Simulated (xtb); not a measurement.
xtb input (GFN1-xTB):

```bash
xtb mol.xyz --gfn 1 --sp --chrg -1 --uhf 0
```
mol.xyz:
```
15

C      2.59631236     0.62596370    -0.25360935
C      1.31592218    -0.04889363     0.23481991
C      0.03883974     0.55295131    -0.34619327
C     -1.20696771    -0.28533131     0.02168604
O     -1.15577481    -1.50751758    -0.31884685
C     -2.22641624     0.37580949     0.67528986
H      2.60869363     1.69073342     0.00238013
H      2.68265443     0.55416888    -1.34244021
H      3.49294779     0.17067522     0.18131672
H      1.31941784    -1.11028341    -0.02393423
H      1.26565152     0.00573415     1.32848146
H      0.12396770     0.55548372    -1.44166776
H     -0.07067303     1.59374512    -0.02062665
H     -2.15324412     1.43019421     0.91384166
H     -3.12935932    -0.15330794     0.96146451
```

End of the output:

```
         :::::::::::::::::::::::::::::::::::::::::::::::::::::
         ::                     SUMMARY                     ::
         :::::::::::::::::::::::::::::::::::::::::::::::::::::
         :: total energy             -20.334305969438 Eh    ::
         :: gradient norm              0.028473642163 Eh/a0 ::
         :: HOMO-LUMO gap              4.078446857332 eV    ::
         ::.................................................::
         :: SCC energy               -20.570340133310 Eh    ::
         :: -> electrostatic           0.186021868796 Eh    ::
         :: repulsion energy           0.241054625032 Eh    ::
         :: dispersion energy         -0.005020461160 Eh    ::
         :: halogen bond corr.         0.000000000000 Eh    ::
         :: add. restraining           0.000000000000 Eh    ::
         :: total charge              -1.000000000000 e     ::
         :::::::::::::::::::::::::::::::::::::::::::::::::::::

           -------------------------------------------------
          |                Property Printout                |
           -------------------------------------------------

    * Orbital Energies and Occupations

         #    Occupation            Energy/Eh            Energy/eV
      -------------------------------------------------------------
         1        2.0000           -0.5061507             -13.7731
       ...           ...                  ...                  ...
         6        2.0000           -0.4043962             -11.0042
         7        2.0000           -0.3919882             -10.6665
         8        2.0000           -0.3690646             -10.0428
         9        2.0000           -0.3560492              -9.6886
        10        2.0000           -0.3459953              -9.4150
        11        2.0000           -0.3252303              -8.8500
        12        2.0000           -0.3190232              -8.6811
        13        2.0000           -0.3117443              -8.4830
        14        2.0000           -0.2831639              -7.7053
        15        2.0000           -0.2759578              -7.5092
        16        2.0000           -0.2680329              -7.2935
        17        2.0000           -0.1828231              -4.9749
        18        2.0000           -0.1507179              -4.1012 (HOMO)
        19                         -0.0008377              -0.0228 (LUMO)
        20                          0.0249955               0.6802
        21                          0.0462687               1.2590
        22                          0.0547675               1.4903
        23                          0.0709135               1.9297
        24                          0.0812825               2.2118
        25                          0.1039211               2.8278
        26                          0.1135065               3.0887
        27                          0.1269942               3.4557
        28                          0.1610340               4.3820
        29                          0.2369094               6.4466
       ...                                ...                  ...
        42                          0.8500006              23.1297
      -------------------------------------------------------------
                  HL-Gap            0.1498802 Eh            4.0784 eV
             Fermi-level           -0.0757778 Eh           -2.0620 eV

  Mulliken/CM5 charges         n(s)   n(p)   n(d)
     1C    -0.08749 -0.23713   1.007  3.081  0.000
     2C    -0.02793 -0.13853   1.021  3.007  0.000
     3C    -0.08027 -0.18176   1.038  3.042  0.000
     4C     0.32078  0.33704   1.014  2.665  0.000
     5O    -0.71762 -0.76328   1.755  4.963  0.000
     6C    -0.38789 -0.48446   1.013  3.375  0.000
     7H     0.00256  0.05362   0.997  0.000  0.000
     8H     0.00779  0.05901   0.992  0.000  0.000
     9H    -0.00411  0.04629   1.004  0.000  0.000
    10H     0.02732  0.08635   0.973  0.000  0.000
    11H     0.00068  0.05593   0.999  0.000  0.000
    12H    -0.00282  0.05440   1.003  0.000  0.000
    13H    -0.01519  0.04067   1.015  0.000  0.000
    14H    -0.02843  0.02503   1.028  0.000  0.000
    15H    -0.00739  0.04682   1.007  0.000  0.000

Wiberg/Mayer (AO) data.
largest (>0.10) Wiberg bond orders for each atom

 ---------------------------------------------------------------------------
     #   Z sym  total        # sym  WBO       # sym  WBO       # sym  WBO
 ---------------------------------------------------------------------------
     1   6 C    3.993 --     2 C    1.012     9 H    0.989     7 H    0.989
                             8 H    0.988
     2   6 C    3.990 --     1 C    1.012     3 C    1.001    11 H    0.981
                            10 H    0.975
     3   6 C    3.972 --     2 C    1.001    13 H    0.981    12 H    0.973
                             4 C    0.926
     4   6 C    3.945 --     6 C    1.591     5 O    1.406     3 C    0.926
     5   8 O    1.739 --     4 C    1.406     6 C    0.213
     6   6 C    3.807 --     4 C    1.591    14 H    0.984    15 H    0.981
                             5 O    0.213
     7   1 H    1.012 --     1 C    0.989
     8   1 H    1.012 --     1 C    0.988
     9   1 H    1.011 --     1 C    0.989
    10   1 H    1.028 --     2 C    0.975
    11   1 H    1.012 --     2 C    0.981
    12   1 H    1.018 --     3 C    0.973
    13   1 H    1.013 --     3 C    0.981
    14   1 H    1.007 --     6 C    0.984
    15   1 H    1.010 --     6 C    0.981
 ---------------------------------------------------------------------------

Topologies differ in total number of bonds
Writing topology from bond orders to xtbtopo.mol

 dipole moment from electron density (au)
     X       Y       Z
   2.5171   1.6791  -0.0044  total (Debye):    7.691

           -------------------------------------------------
          | TOTAL ENERGY              -20.334305969438 Eh   |
          | GRADIENT NORM               0.028473642163 Eh/α |
          | HOMO-LUMO GAP               4.078446857332 eV   |
           -------------------------------------------------

------------------------------------------------------------------------
------------------------------------------------------------------------
 total:
 SCF:
Note: The following floating-point exceptions are signalling: IEEE_DENORMAL
normal termination of xtb
```

It need not be the lowest isomer of its formula. Whether it binds its extra electron was not tested at this geometry.
